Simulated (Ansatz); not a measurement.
System: C2H2O, net charge 0, singlet state. SMILES: C#CO
Coordinates optimised at B3LYP-D3(BJ)/def2-TZVP (Ansatz, a program for electronic structure):
```xyz
5

C      1.3080    -0.1153    -0.1364
C      0.1216    -0.0059    -0.0156
O     -1.1689     0.1846     0.0722
H      2.3584    -0.2191    -0.2392
H     -1.5848    -0.5301     0.5735
```
Charge 0, spin multiplicity 1.

B3LYP/6-31G* beside other levels, property by property. Terms: no spin-orbit coupling; atomisation electronic, to ground-state atoms; UHF or UKS for open shells; no dispersion term unless named; non-relativistic; valence correlation only; six Cartesian d functions in 6-31G* and its kin unless marked 5d; each state is the SCF solution reached for its charge and spin. Basis-set limits of correlation are two-point, X^-3; Hartree-Fock from the larger set. The bracket is a focal-point correction in the basis named. First-principles rows: single points at B3LYP-D3(BJ) geometries (Ansatz), with unscaled harmonic terms from B3LYP/6-31G* (Ansatz) at its own minima, enthalpies of formation by atomisation with measured atoms. Anions need diffuse functions, which STO-3G, LANL2DZ, def2-SVP, cc-pVDZ and Pople sets without + lack. A UHF reference is markedly spin-contaminated in at least one set, which strains HF and MP2.

Measured values: Active Thermochemical Tables 1.112 (ions: stationary electron), as tabulated in the package chemicals; they hold spin-orbit and core effects, anharmonicity. Coupled cluster (Ansatz) is a level with limits of its own, used here on species with T1 under 0.025 (0.045 for open shells) and stable references: (a) RI-MP2/CBS(aug-cc-pVTZ,aug-cc-pVQZ)+[CCSD(T)-MP2]/aug-cc-pVTZ; (b) CCSD(T)/CBS(cc-pVTZ,cc-pVQZ).

```
property                                                                            B3LYP/6-31G* (Ansatz)  HF/6-31G* (Ansatz)  PBE/6-31G* (Ansatz)  B3LYP/STO-3G (Ansatz)            to compare with
----------------------------------------------------------------------------------  ---------------------  ------------------  -------------------  ---------------------  -------------------------
deprotonation enthalpy (H-O bond) at 298 K, to C#C[O-] + H+ (kcal/mol)                              341.3               347.6                337.2                  432.0  332.5 coupled cluster (a)
deprotonation enthalpy (C-H bond) at 298 K, to [C-]#CO + H+ (kcal/mol)                              400.8               400.3                399.2                  481.7  381.3 coupled cluster (a)
enthalpy of formation at 298 K (kcal/mol)                                                            33.7               195.9                  8.9                   -2.0              22.2 measured
vertical ionisation energy to the doublet (eV)                                                       9.77                8.85                 9.65                   8.20  10.30 coupled cluster (a)
proton affinity at O (heteroatom site), enthalpy at 298 K, to C#C[OH2+] (kcal/mol)                  148.9               149.3                147.4                  197.1  148.2 coupled cluster (b)
H-O bond dissociation enthalpy at 298 K, to C#C[O] + H atom (kcal/mol)                               60.9                44.6                 57.6                   88.5              72.5 measured
C-H bond dissociation enthalpy at 298 K, to [C]#CO + H atom (kcal/mol)                              121.2                99.3                120.0                  145.4  127.7 coupled cluster (b)
atomisation energy (kcal/mol)                                                                       487.7               325.4                512.5                  523.4  497.3 coupled cluster (b)
```

As the rows show:
- deprotonation enthalpy (H-O bond) at 298 K, to C#C[O-] + H+: B3LYP/6-31G* lies 8.8 kcal/mol above coupled cluster.
- deprotonation enthalpy (C-H bond) at 298 K, to [C-]#CO + H+: B3LYP/6-31G* lies 19.5 kcal/mol above coupled cluster.
- enthalpy of formation at 298 K: B3LYP/6-31G* lies 11.5 kcal/mol above the measured value.
- vertical ionisation energy to the doublet: B3LYP/6-31G* lies 0.53 eV below coupled cluster.
- proton affinity at O (heteroatom site), enthalpy at 298 K, to C#C[OH2+]: B3LYP/6-31G* lies 0.7 kcal/mol above coupled cluster.
- H-O bond dissociation enthalpy at 298 K, to C#C[O] + H atom: B3LYP/6-31G* lies 11.6 kcal/mol below the measured value.
- C-H bond dissociation enthalpy at 298 K, to [C]#CO + H atom: B3LYP/6-31G* lies 6.5 kcal/mol below coupled cluster.
- atomisation energy: B3LYP/6-31G* lies 9.6 kcal/mol below coupled cluster.

The properties are those with a value to compare with, at most eight drawn at random. No case is left out for the size of its miss. Left out are saddle points of the reference geometry, anions that the best level run finds unbound, excited spin states, species near biochemistry, 298 K rows of species without real B3LYP wavenumbers, cases with under five habitual levels, runs that failed or that the program found above a lower state of the same kind, table entries that another table contradicts, and a share of species set aside by lot.
